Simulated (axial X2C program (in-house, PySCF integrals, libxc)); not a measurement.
Nuclear properties of ZrP

Computed with an in-house all-electron X2C program for linear molecules (integrals from PySCF): two-component X2C with atomic mean-field Coulomb and Gaunt terms, Gaussian nuclei, basis Zr dyall-cv3z, P dyall-v3z with contracted cores.

R = 2.174 Å (near the PBE0 minimum at charge 0 of the determinant lowest at the starting distance; the state shown can have its own minimum elsewhere).

Determinant lowest in the PBE0 search, Ω = 1/2 (⟨Sz⟩ = 0.50, ⟨Lz⟩ = 0.00 at PBE0), spin on the atoms Zr 0.61, P -0.11:

```tsv
level	Eeff magnitude (GV/cm)	Ws magnitude Zr (kHz)	A∥/gI Zr (MHz)	qzz Zr (a.u.)	A∥/gI P (MHz)	qzz P (a.u.)	μ (D)
PBE0	2.4	2.18	2740	-2.53	49.8	-1.01	-5.25
HF	3.89	3.49	2230	-2.86	88.3	-1.77	-5.15
PBE	2.11	1.91	2700	-2.82	55.1	-0.94	-4.71
TPSSh	2.25	2.03	2620	-2.60	42.2	-0.95	-5.09
B3LYP	2.29	2.06	2760	-2.67	45.3	-0.98	-5.03
```

Determinant 0.55 eV from it at PBE0 and this distance, Ω = 3/2 (⟨Sz⟩ = -0.50, ⟨Lz⟩ = 2.00 at PBE0), spin on the atoms Zr -0.66, P 0.16:

| level | Eeff magnitude (GV/cm) | Ws magnitude Zr (kHz) | A∥/gI Zr (MHz) | qzz Zr (a.u.) | A∥/gI P (MHz) | qzz P (a.u.) | μ (D) |
| --- | --- | --- | --- | --- | --- | --- | --- |
| PBE0 | 0.407 | 0.129 | 376 | -0.04 | -8.26 | -0.66 | -6.74 |
| PBE | 0.292 | 0.0941 | 341 | -0.47 | -3.61 | -0.58 | -5.89 |
| TPSSh | 0.328 | 0.103 | 431 | -0.18 | -1.77 | -0.62 | -6.53 |
| B3LYP | 0.226 | 0.0665 | 402 | -0.18 | -4.93 | -0.59 | -6.34 |

Eeff is the effective electric field on the electron electric dipole moment in this Ω state and Ws the scalar–pseudoscalar constant of the nucleus named (defined with the proton number Z and per Ω); A∥ (defined per Ω) follows by multiplying with gI = μI/(I μN); qzz is the electric field gradient, eQq0 = 234.96 MHz × Q/barn × qzz; μ is positive if the P end (last atom) is positive. The operators were transformed with the bare-nucleus X2C matrices; with these basis sets, hyperfine constants and field gradients can be off by tens of per cent, and where levels differ in sign neither size nor sign is settled.

(1) With gI(91Zr) = -0.5214, Q(91Zr) = -0.176 barn (g factors from the IAEA table of nuclear moments by Stone; Q from Pyykkö, Mol. Phys. 2018), turn the PBE0 values of the first state into constants in MHz.

Each state is one determinant with collinear spin. Unrestricted Hartree–Fock can overshoot spin polarisation at the nuclei. Left out as unconverged or as another state under the same occupation: HF in at least one table. The search compared states at one distance, so a state with another bond length can lie lower. Further determinants of the search, some of them spin-mixed, are not shown. Where a field gradient or hyperfine factor spreads by more than a factor of two over the levels, a constant derived from it is not to be relied on. PBE0 term energies can be off by some tenths of an eV.

Results:

(1) A∥(91Zr) = 2740 × -0.5214 = -1430 MHz; eQq0(91Zr) = 234.96 × (-0.176) × (-2.53) = 105 MHz.
